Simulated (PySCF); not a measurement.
# One molecule, several mistakes: BGeH5N

All numbers below are calculated, not measured. The program is PySCF 2.14.0, an open-source quantum chemistry code, run on an isolated molecule that a program drew, which may never have been made. The molecule is BGeH5N (charge 0, doublet), drawn as the SMILES string `[BH][NH][GeH3]`.

Each row is a Hartree-Fock (HF) and frozen-core CCSD(T) single point in the cc-pVDZ basis, meant for a local HF minimum. Run 1 is clean. Each other run has one planted mistake out of seven kinds, and not every kind appears here: one electron removed, one electron added, multiplicity raised by two, geometry at a saddle point, minimal basis STO-3G, one bond length entered in bohr, all coordinates scaled. The reference is restricted for singlets and unrestricted otherwise, and also for a bond in bohr. Adding or removing an electron swaps singlet and doublet. Electrons count all cores. HOMO and LUMO are orbital energies over both spins, the gradient is its largest component, and the lowest frequency (negative if imaginary) is given only where the gradient is small. Bond lengths are over the 7 bonds as drawn. T1 is the CCSD diagnostic: over 0.02 (restricted) or 0.045 (unrestricted) a single reference is doubtful. Germanium has the cc-pVDZ-PP basis, with a core potential (ECP10MDF) in place of its 10 inner electrons, and its 3s, 3p and 3d shells are frozen in CCSD(T).

Geometry of the clean run:
```xyz
8
BGeH5N, angstrom
B    -0.8202   -0.1827    0.2234
N    -0.6297   -1.5061    0.5958
Ge   -1.5238   -2.4266    1.9421
H    -0.2196    0.3766   -0.6553
H     0.0638   -2.0308    0.0888
H    -2.2386   -3.6323    1.3264
H    -0.5000   -2.9204    2.9676
H    -2.5148   -1.4576    2.5714
```

```
run  electrons  basis functions  <S^2>  HOMO (eV)  LUMO (eV)  gradient (hartree/bohr)  lowest frequency (cm^-1)  mean bond (Å)  longest bond (Å)      T1  HF (hartree)  CCSD(T) (hartree)                     mistake
  1         49               76  0.756      -8.56       3.31                  6.8e-06                        57         1.4344             1.860  0.0146    -375.39818         -375.78381                    no fault
  2         48               76  0.000     -16.92      -6.11                  1.1e-01                         -         1.4344             1.860  0.0177    -375.12813         -375.50997        one electron removed
  3         49               76  3.767      -5.17      -0.26                  1.6e-01                         -         1.4344             1.860  0.0159    -375.20915         -375.55898  multiplicity raised by two
  4         49               76  0.757      -8.85       3.02                  4.9e-02                         -         1.5391             1.996  0.0175    -375.36498         -375.76200      all coordinates scaled
  5         50               76  0.000       1.19       8.11                  6.1e-02                         -         1.4344             1.860  0.0223    -375.30678         -375.73009                           ?
  6         49               76  1.217      -9.58       2.08                  7.3e-02                         -         1.5623             1.902  0.0613    -375.29137         -375.69215                           ?
```

**Which mistake was planted in run 5, and what did it cost?**

It counts 50 electrons, one more than the clean run, at the same geometry and basis. So the mistake is: one electron added. Subtracting run 1 and multiplying by 627.51 kcal/mol a hartree, the energy moved by 57.4 kcal/mol in HF and 33.7 kcal/mol in CCSD(T).

**Which mistake was planted in run 6, and what did it cost?**

The mean bond changes by a factor of 1.089 and the longest by 1.023, so the molecule wasn't scaled as a whole. A length L in bohr read as angstrom grows by (1/0.5292 - 1) L = 0.890 L. The 7 bonds together grew by 7 x 0.1279 = 0.895 Å, which gives L = 1.006 Å. That is bond N2-H5, 1.007 Å in the clean geometry. So the mistake is: one bond length entered in bohr. Subtracting run 1 and multiplying by 627.51 kcal/mol a hartree, the energy moved by 67.0 kcal/mol in HF and 57.5 kcal/mol in CCSD(T).

Cautions from the logs. Run 5: T1 is over the limit, so its CCSD(T) energy is less reliable and the HOMO is above zero, so the electron isn't bound and the energy depends on the basis; run 6: T1 is over the limit, so its CCSD(T) energy is less reliable.
